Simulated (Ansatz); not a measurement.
The cluster Al2Sb2⁺ (the lowest doublet isomer of a short search). Total charge 1; doublet. Geometry PBE-D4/def2-SVP, basis def2-TZVP, Ansatz.

```xyz
4

Al   -1.6207    1.3509    0.6926
Al    0.6719    0.2088    1.3849
Sb    1.6220   -1.3089   -0.5951
Sb   -0.6731   -0.2508   -1.4823
```

```json
{"run": "A", "HOMO (eV)": "-9.27", "LUMO (eV)": "-8.29"}
{"run": "B", "HOMO (eV)": "-9.53", "LUMO (eV)": "-8.51"}
{"run": "C", "HOMO (eV)": "-10.09", "LUMO (eV)": "-7.87"}
{"run": "D", "HOMO (eV)": "-9.23", "LUMO (eV)": "-8.48"}
{"run": "E", "HOMO (eV)": "-9.82", "LUMO (eV)": "-8.01"}
```

In the def2 sets Sb takes a core potential; there is no spin–orbit coupling. B3LYP takes the VWN-RPA correlation. The structure comes from a short search, and lower isomers may exist.

HOMO and LUMO are taken over both spins.

Question: The runs used B3LYP, B97M-V, PBE, PBE0, r2SCAN. Estimate which is which.

Answer: A B97M-V (0 % exact exchange); B r2SCAN (0 % exact exchange); C PBE0 (25 % exact exchange); D PBE (0 % exact exchange); E B3LYP (20 % exact exchange). Exact exchange lowers occupied and raises empty levels; among semilocal functionals meta-GGAs tend to open the gap a little, and such runs are hard to tell apart. The gap grows from 0.74 eV (PBE) to 2.22 eV (PBE0).
